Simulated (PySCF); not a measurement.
CH2ClF3Si.
InChI=1S/CH2ClF3Si/c2-1(3,4)6-5/h6H2

Torsions of this conformer, `[F:1][SiH2:2][C:3]([F:4])([F:5])[Cl:6]`: F1–Si2–C3–F4 62°.

The closed-shell ground state was solved at several levels (PySCF, density fitting, gas phase, non-relativistic). The structure is a single PBE0-D3(BJ)/def2-SVP conformer in the gas phase; no vibrational or solvent corrections.

```json
{"level": "mPW1PW91/pcSseg-2", "basis functions": "258", "HOMO (eV)": "-9.21", "LUMO (eV)": "-0.71", "gap (eV)": "8.50", "dipole (D)": "1.86"}
{"level": "B97-D/pcSseg-2", "basis functions": "258", "HOMO (eV)": "-7.77", "LUMO (eV)": "-1.44", "gap (eV)": "6.33", "dipole (D)": "1.73"}
{"level": "KT2/pcSseg-2", "basis functions": "258", "HOMO (eV)": "-7.88", "LUMO (eV)": "-1.75", "gap (eV)": "6.13", "dipole (D)": "1.76"}
{"level": "B97-2/pcSseg-2", "basis functions": "258", "HOMO (eV)": "-8.92", "LUMO (eV)": "-0.68", "gap (eV)": "8.24", "dipole (D)": "1.85"}
{"level": "HF/pcSseg-2", "basis functions": "258", "HOMO (eV)": "-12.60", "LUMO (eV)": "2.31", "gap (eV)": "14.91", "dipole (D)": "2.14"}
{"level": "BP86/pcSseg-2", "basis functions": "258", "HOMO (eV)": "-7.86", "LUMO (eV)": "-1.65", "gap (eV)": "6.21", "dipole (D)": "1.71"}
```

**Question.** What might PBE0/IGLO-III (248 basis functions) give for the same quantities?

**Answer.** HOMO -9.10 eV, LUMO -0.52 eV, gap 8.58 eV, dipole 1.68 D.

**Question.** Over all these levels, which gives the widest orbital gap and which the narrowest?

**Answer.** HF/pcSseg-2 (Hartree–Fock, all exact exchange) has the widest, 14.91 eV, and KT2/pcSseg-2 (GGA) the narrowest, 6.13 eV. The two share the basis. From the narrowest to the widest the HOMO moves by -4.72 eV and the LUMO by +4.06 eV.

**Question.** In the pcSseg-2 basis, how does the gap go with the fixed share of exact exchange?

**Answer.** KT2 (0 %) 6.13 eV; BP86 (0 %) 6.21 eV; B97-D (0 %) 6.33 eV; B97-2 (21 %) 8.24 eV; mPW1PW91 (25 %) 8.50 eV; HF (100 %) 14.91 eV. Each rise in the share widens the gap here.

**Question.** How far do the dipole and the HOMO energy spread over the levels?

**Answer.** The dipole runs from 1.68 to 2.14 D (mean 1.82 D) and the HOMO from -12.60 to -7.77 eV.
